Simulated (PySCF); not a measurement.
## [Pb3]2+ at several levels of theory

Computed with PySCF 2.14.0 (density fitting, no spin-orbit coupling) at the geometry relaxed with PBE:

```xyz
3
[Pb3]2+ (triplet)
Pb    1.7135   -0.0006    0.0000
Pb   -0.8563    1.9296    0.0000
Pb   -0.8572   -1.9289    0.0000
```

| level | basis | state | HOMO (eV) | gap (eV) | charge on Pb1 (e) | dipole about the centre of mass (D) | largest force component (eV/Å) |
| --- | --- | --- | --- | --- | --- | --- | --- |
| PBE | Pb def2-SVP with ECP60 | triplet | -13.59 | 0.35 | 0.52 | 1.67 | 0.02 |
| B3LYP | the same | triplet | -14.01 | 1.24 | 0.52 | 1.69 | 0.05 |
| r2SCAN | the same | triplet | -13.81 | 0.88 | 0.51 | 1.70 | 0.16 |
| PBE0 | the same | triplet | -14.13 | 1.66 | 0.50 | 1.79 | 0.16 |
| PBE | Pb def2-TZVP with ECP60 | triplet | -13.56 | 0.41 | 0.51 | 1.62 | 0.07 |
| PBE | Pb x2c-SVPall | triplet | -13.63 | 0.32 | 0.51 | 1.69 | 0.30 |

HOMO and gap are taken over both spins. Charges are Mulliken's, which hang on the basis. The relaxation used the grid (50, 194), these runs (75, 302) or, all-electron (x2c bases, spin-free X2C Hamiltonian), (99, 590).

Q: What does BLYP with Pb def2-SVP with ECP60 give here?

A: state triplet, HOMO (eV) -13.43, gap (eV) 0.19, charge on Pb1 (e) 0.53, dipole about the centre of mass (D) 1.60, largest force component (eV/Å) 0.23. Time: 4.5 s on 2 threads of Arm Neoverse V1, with other jobs on the host, from an already converged density.

Open shells may have lower solutions than the one found.

A gap near or under zero over both spins lies within a partly filled shell and is no excitation energy.

Some runs are spin-contaminated.
